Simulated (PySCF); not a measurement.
Two species compared at the same levels of theory.

First species: C₅H₆ClFO₂.
Numbering: `[O:1]=[C:2]1[CH2:3][O:4][CH2:5][C@@:6]1([F:7])[CH2:8][Cl:9]` (hydrogens: H10, H11 on C3; H12, H13 on C5; H14, H15 on C8)

Second species: C6H6FN.
InChI=1S/C6H6FN/c1-2-5-3-8-4-6(5)7/h1,3,5-6H,4H2/t5-,6-/m1/s1

Levels: PBE0/def2-SVPD for HOMO energy, LUMO energy, HOMO–LUMO gap and static isotropic polarisability; TDDFT PBE0/def2-SVPD for lowest singlet excitation; TDA PBE0/def2-SVPD for lowest triplet excitation (Tamm–Dancoff). Geometries: GFN2-xTB. Each structure is a single optimised conformer of the isolated species, non-relativistic unless stated; the electronic structure was computed with PySCF and density fitting.

Values for the first species:

```
HOMO energy                              : -7.70 eV
LUMO energy                              : -1.79 eV
HOMO–LUMO gap                            : 5.91 eV
Lowest singlet excitation                : 3.88 eV
Lowest triplet excitation (Tamm–Dancoff) : 3.33 eV
Static isotropic polarisability          : 75.6 au
```

Task: Estimate the same properties for the second species, and the change in each.

Result: 
```
                                property     first    second  second less first
                             HOMO energy  -7.70 eV  -7.58 eV           +0.12 eV
                             LUMO energy  -1.79 eV  -0.50 eV           +1.29 eV
                           HOMO–LUMO gap   5.91 eV   7.08 eV           +1.17 eV
               lowest singlet excitation   3.88 eV   5.28 eV           +1.40 eV
lowest triplet excitation (Tamm–Dancoff)   3.33 eV   4.43 eV           +1.10 eV
         static isotropic polarisability   75.6 au   71.9 au            -3.7 au
```

On the first: The vertical singlet–triplet gap S1 − T1 is 0.55 eV (TDDFT singlet less Tamm–Dancoff triplet; S1: HOMO→LUMO, weight 0.88; T1: HOMO→LUMO, weight 0.82). The 6 singlets span 3.88 to 7.11 eV, and their oscillator strengths add up to 0.02.

On the second: S1 lies 1.80 eV below the HOMO–LUMO gap; its leading configuration is HOMO→LUMO, weight 0.92. In wavenumbers S1 is 42500 cm⁻¹ (1 eV = 8065.54 cm⁻¹).
